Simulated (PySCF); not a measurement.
# Spinor energies of F+ (fluorine, charge +1)

Start: [He] 2s2 2p4; 2p1/2 filled at m_j = -1/2, +1/2; 2p3/2 filled at m_j = +1/2, +3/2. Calculated with PySCF 2.14 in x2c-QZVPPall-2c (7s4p3d2f1g, 57 functions): generalised Hartree-Fock with the X2C-1e Hamiltonian and a Gaussian nucleus; one run each with spin-orbit coupling (SO) switched off, then screened by Boettger's factors.

```csv
spinor shell,electrons,"ε, spin-free (eV)","ε, screened SO (eV)",weight of nominal j (screened SO),"rms radius, screened SO (bohr)"
1s1/2,2,-739.21,-739.20,1.000,0.204
2s1/2,2,-59.852,-59.849,1.000,1.05
2p3/2,2,-39.388,-40.970,0.832,1.08
2p1/2,2,-39.388,-37.811,0.670,1.11
```

```
   quantity  spin-free  screened SO
E (hartree)  -98.92424    -98.92504
        M_J          2            2
       ⟨J²⟩      6.007        6.007
       ⟨L²⟩      2.003        2.003
       ⟨S²⟩      2.005        2.004
```

Each row is a mean over spinors that exchange with the open shell spreads, by up to 11.099 eV (2s1/2).

Rows whose weight is well below 1 are mixtures of j = l ± 1/2: exchange outweighs spin-orbit coupling there, and the label is only the starting occupation.

Without spin-orbit coupling the j labels of p, d and f shells carry no meaning; the spin-free column gives the mean over the occupied spinors of each nl shell.
